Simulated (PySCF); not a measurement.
C₃H₉Si, doublet, geometry from GFN2-xTB. Base run: PySCF with HF/6-31G.

The PySCF input:
```python
from pyscf import gto, scf

mol = gto.M(
    atom='''
C    -0.13352534    1.76236055    0.40437073
Si   -0.04296491    0.08718825   -0.37167303
C    -1.45281697   -1.00671932    0.29446193
C     1.64697942   -0.70454999    0.00593458
H    -1.06258640    2.21666558    0.70102766
H     0.73610479    2.37082006    0.58047603
H    -0.19112017    0.18138377   -1.84124855
H    -1.44497636   -1.98782097   -0.17092914
H    -2.41954284   -0.55618343    0.09263256
H    -1.37510223   -1.15129058    1.36815365
H     2.45658772   -0.07859418   -0.35605198
H     1.74466322   -1.67479907   -0.47189922
H     1.79365848   -0.84736411    1.07265799
''',
    basis='6-31g',
    spin=1,
    verbose=4,
)

mf = scf.UHF(mol)
mf.kernel()
mo_i, mo_e, stable_i, stable_e = mf.stability(internal=True, external=True, return_status=True, nroots=6, tol=1e-6)
print('internally stable:', stable_i, ' externally stable:', stable_e)
if not stable_i:
    umf = mf.copy()
    umf.scf_summary = {}
    umf.kernel(umf.make_rdm1(mo_i, mf.mo_occ))
mf.analyze()
```

The bond that is stretched is that between atoms 9 and 3. A test that says stable can miss a lower solution.

Each row names what was changed in the base input (with any setting that the change needs).

| change | ΔE vs base (kcal/mol) | <S^2> | E after following the instability (Eh) | <S^2> there | stability test says |
|---|---|---|---|---|---|
| base | 0.000 | 0.761 | - | - | stable |
| bond × 1.25 | 18.99 | 0.761 | - | - | stable |
| bond × 1.5 | 51.16 | 0.762 | - | - | stable |
| bond × 1.8 | 88.2 | 0.761 | -407.52954 | 1.36 | internal instability |
| bond × 2.2 | 128.5 | 0.761 | -407.51361 | 1.66 | internal instability |
| bond × 3.0 | 215.2 | 1.604 | -407.50671 | 1.77 | internal instability |

On stretching, the SCF can end on different states; <S^2> shows the spin contamination of each.
